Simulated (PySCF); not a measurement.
`C=CCNN=C(C)C`, C$_{6}$H$_{12}$N$_{2}$

Cartesian coordinates in Å; atom numbers follow the order of the lines, from 1:
```xyz
20

C     3.941    0.314   -0.028
C     2.749    0.728    0.358
C     1.547    0.780   -0.532
N     0.417    0.155    0.124
N    -0.790    0.543   -0.333
C    -1.838   -0.155   -0.175
C    -1.890   -1.526    0.454
C    -3.133    0.431   -0.642
H     4.123   -0.017   -1.038
H     4.787    0.299    0.638
H     2.573    1.054    1.375
H     1.256    1.821   -0.707
H     1.775    0.319   -1.505
H     0.550   -0.835    0.327
H    -1.650   -1.466    1.517
H    -1.166   -2.196   -0.015
H    -2.880   -1.958    0.344
H    -3.843    0.480    0.183
H    -3.567   -0.190   -1.426
H    -2.966    1.431   -1.031
```

Theory: GIAO PBE/pcSseg-1 magnetisability, rotational g tensor and spin-rotation constants, non-relativistic, gas phase in PySCF. Geometry: GFN2-xTB.

Task: Give the nuclear spin-rotation constants along the inertial axes (H = +C I·J) beside the isotropic shieldings.

Result: Rotational constants 6.3867, 0.7855, 0.7253 GHz. A star marks the isotopologue with that one atom substituted, in its own axes.
| atom | isotope | Caa (kHz) | Cbb (kHz) | Ccc (kHz) | mean (kHz) | σ (ppm) |
| --- | --- | --- | --- | --- | --- | --- |
| N4 | 14N | 0.563 | 0.079 | 0.060 | 0.234 | 120.5 |
| N5 | 14N | 1.831 | 0.154 | 0.054 | 0.680 | -96.9 |
| H9 | 1H | -0.605 | -0.090 | 0.063 | -0.210 | 26.1 |
| H10 | 1H | 0.105 | -0.065 | -0.043 | -0.001 | 26.3 |
| H11 | 1H | -0.618 | -0.086 | 0.073 | -0.210 | 25.2 |
| H12 | 1H | -0.576 | 0.039 | -0.072 | -0.203 | 27.1 |
| H13 | 1H | -0.605 | -0.086 | 0.041 | -0.217 | 27.7 |
| H14 | 1H | -0.673 | 0.047 | -0.087 | -0.238 | 27.3 |
| H15 | 1H | -0.636 | -0.063 | -0.012 | -0.237 | 30.1 |
| H16 | 1H | -0.413 | -0.066 | -0.033 | -0.171 | 29.9 |
| H17 | 1H | 0.152 | -0.080 | -0.083 | -0.004 | 29.9 |
| H18 | 1H | -0.315 | -0.082 | -0.021 | -0.139 | 29.6 |
| H19 | 1H | -0.436 | -0.086 | -0.003 | -0.175 | 29.6 |
| H20 | 1H | -0.618 | 0.025 | -0.086 | -0.226 | 29.7 |
| C1 | 13C* | 1.947 | 0.149 | 0.298 | 0.798 | 62.2 |
| C2 | 13C* | 2.237 | 0.159 | 0.342 | 0.913 | 37.4 |
| C3 | 13C* | 1.258 | 0.179 | 0.166 | 0.534 | 118.5 |
| C6 | 13C* | 2.416 | 0.313 | 0.132 | 0.954 | 52.2 |
| C7 | 13C* | 1.046 | 0.101 | 0.093 | 0.413 | 169.0 |
| C8 | 13C* | 1.018 | 0.114 | 0.141 | 0.424 | 152.2 |

For the geometry as given, no vibrational averaging.

Task: How do the rotational constants and the g tensor change when H9, H10, H11, H12, H13, H14, H15, H16, H17, H18, H19, H20 are replaced by deuterium?

Result: Constants 4.6742, 0.6693, 0.6165 GHz; g -0.0447, -0.0031, -0.0034, against -0.0609, -0.0037, -0.0040 before.
